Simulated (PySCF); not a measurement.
# Correlation energy of S (sulfur, neutral)

[Ne] 3s1 3p5, high-spin 3P determinant (an excited configuration). Computed with PySCF 2.14 in dyall-acv3z, with the spin-free X2C one-electron Hamiltonian (Gaussian nucleus). Frozen: [Ne]; 6 electrons correlated; the 31 highest virtual orbitals of each spin left out.

MP2 pair energies summed by pair of shells (mhartree):

```json
{"pair": "3p-3p", "energy": "-141.27", "share (%)": "88.1"}
{"pair": "3s-3p", "energy": "-19.02", "share (%)": "11.9"}
```

Total MP2 correlation energy: -160.29 mhartree.

Same-spin part -31.89 and opposite-spin part -128.40 mhartree; SCS-MP2 scales them by 1/3 and 6/5 to -164.71 mhartree.
